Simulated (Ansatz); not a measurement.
Stepwise reaction of `[NH2][Y]([F])[F]` with ammonia, as a gas-phase model of exchange steps in deposition or etching. ΔE in kJ/mol; ΔG adds harmonic PBE0-D4 terms to CCSD(T)/CBS, at 1 bar.

Computed with Ansatz on PBE0-D4/def2-TZVP structures; ΔE is electronic, products minus reactants. CCSD(T)/CBS adds triple-zeta CCSD(T) − MP2 to the extrapolated MP2 energy (def2 sets, frozen cores). This one scheme is used for every species. Functionals use def2-TZVPP. B3LYP here is the variant with VWN-RPA as its local correlation; programs differ in this. def2 core potentials past Kr. For Y outer-core shells are correlated without core-valence functions, which leaves a few kJ/mol of doubt a bond. Each species was taken in one conformer, which may not be the lowest.

| step | reaction | PBE-D4 | B3LYP-D4 | ωB97M-V | CCSD(T)/CBS | ΔG(600 K) |
| --- | --- | --- | --- | --- | --- | --- |
| 1 | `[NH2][Y]([F])[F]` + NH₃ → `[NH2][Y]([NH2])[F]` + H–F | 136.9 | 139.7 | 138.1 | 132.0 | 128.5 |
| 2 | `[NH2][Y]([NH2])[F]` + NH₃ → `[NH2][Y]([NH2])[NH2]` + H–F | 142.8 | 145.4 | 143.8 | 136.3 | 135.9 |

By hand: ΔE of the 2 steps together at CCSD(T)/CBS.

(132.0) + (136.3) = 268.3 kJ/mol, or 134.2 kJ/mol a step.

In ΔE the steps differ by no more than 4.3 kJ/mol. All are uphill at CCSD(T)/CBS. ΔG lies between 128.5 and 135.9 kJ/mol a step. PBE-D4 differs from CCSD(T)/CBS by 4.9 to 6.5 kJ/mol a step. Isolated molecules leave out the surface, adducts and barriers. Largest T1 diagnostic: 0.014.
